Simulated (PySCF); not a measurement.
**Ne (neon, neutral) across methods**

[Ne], closed-shell 1S. Calculation: PySCF 2.14, in aug-cc-pCVTZ-DK; the spin-free X2C one-electron Hamiltonian (Gaussian nucleus).

| method | E (hartree) | mean ε 1s (eV) | mean ε 2s (eV) | mean ε 2p (eV) | Σ⟨r²⟩ (bohr²) | ⟨S²⟩ |
| --- | --- | --- | --- | --- | --- | --- |
| r2SCANh | -129.0554 | -843.28 | -39.915 | -14.984 | 9.613 | 0.000 |
| BHandHLYP | -129.0734 | -862.78 | -44.967 | -18.703 | 9.589 | 0.000 |
| PW91 | -129.0726 | -831.20 | -36.495 | -13.433 | 9.833 | 0.000 |
| M06 | -129.0711 | -846.41 | -41.022 | -16.104 | 9.588 | 0.000 |
| UHF | -128.67028 | -893.01 | -52.751 | -23.146 | 9.397 | 0.000 |
| LDA | -128.3558 | -825.72 | -36.184 | -13.561 | 9.867 | 0.000 |
| PBE | -128.9926 | -830.69 | -36.457 | -13.344 | 9.844 | 0.000 |
| PBE0 | -128.9971 | -846.31 | -40.752 | -15.996 | 9.672 | 0.000 |

(1) Estimate the same row for r2SCAN.

Answers

(1) E (hartree) = -129.0602; mean ε 1s (eV) = -837.74; mean ε 2s (eV) = -38.448; mean ε 2p (eV) = -13.991; Σ⟨r²⟩ (bohr²) = 9.650; ⟨S²⟩ = 0.000.
